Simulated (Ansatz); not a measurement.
Sn4O4H8⁻, that is cyclo-(H2SnO)4 with one electron more. Charge -1, multiplicity 2. Geometry r2SCAN-D4/def2-SVP, that of the neutral singlet; atoms count from 1.

```xyz
16

Sn   -0.723   -2.179   -0.489
H    -0.545   -3.474   -1.596
H    -1.798   -2.407    0.821
O     1.126   -1.721    0.074
Sn    1.550   -0.596    1.659
H     2.830    0.451    1.217
H     1.798   -1.612    3.016
O    -0.157    0.351    2.023
Sn   -0.755    1.968    1.033
H    -0.245    3.366    1.883
H    -2.433    1.800    0.736
O     0.350    1.931   -0.618
Sn   -0.072    0.807   -2.202
H    -1.007    1.724   -3.307
H     1.401    0.150   -2.775
O    -1.318   -0.559   -1.475
```

In the def2 sets Sn takes a core potential; there is no spin–orbit coupling. The highest occupied level of the charge -1 doublet lies above zero (up to 1.68 eV). By energy differences it is unbound by 0.36 eV (vertical, against the charge 0 singlet, at PBE0-D4/def2-TZVP) and held by the finite basis.

Estimate the Mulliken populations from the PBE0/def2-TZVP orbitals of Ansatz.


```tsv
atom	charge (e)	spin (α − β)
Sn1	0.75	0.15
H2	-0.13	0.04
H3	-0.10	0.04
O4	-0.77	0.01
Sn5	0.75	0.16
H6	-0.10	0.04
H7	-0.13	0.05
O8	-0.77	0.01
Sn9	0.74	0.16
H10	-0.13	0.05
H11	-0.10	0.04
O12	-0.77	0.01
Sn13	0.75	0.16
H14	-0.13	0.05
H15	-0.10	0.04
O16	-0.77	0.01
```
Mulliken values depend strongly on the basis.

Where does the spin sit?

Summed by element: Sn 0.63, H 0.35, O 0.02, of 1 unpaired in all. Largest on single atoms: Sn9 0.16, Sn5 0.16, Sn13 0.16.

And the Mayer bond orders between heavy atoms (over 0.3)?

Sn1–O4 0.83 (1.99 Å); Sn1–O16 0.83 (1.99 Å); O4–Sn5 0.82 (1.99 Å); Sn5–O8 0.83 (1.99 Å); O8–Sn9 0.82 (1.99 Å); Sn9–O12 0.82 (1.99 Å); O12–Sn13 0.83 (1.99 Å); Sn13–O16 0.82 (1.99 Å).
